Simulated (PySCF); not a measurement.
Correlation energy of Xe⁺ (xenon, charge +1)

[Kr] 4d10 5s2 5p5, 2P determinant. Computed with PySCF 2.14 in ANO-RCC-VTZP, with scalar relativity by spin-free X2C-1e. Frozen: [Ar] 3d10; 25 electrons correlated.

| level | correlation energy (mhartree) |
| --- | --- |
| CCSD | -714.31 |
| (T) | -14.26 |
| CCSD(T) | -728.57 |

Diagnostics: T1 = 0.0054, D1 = 0.0284, largest double amplitude 0.044.

Cost of the coupled-cluster step: roughly 25 core-seconds, for 25 correlated electrons.
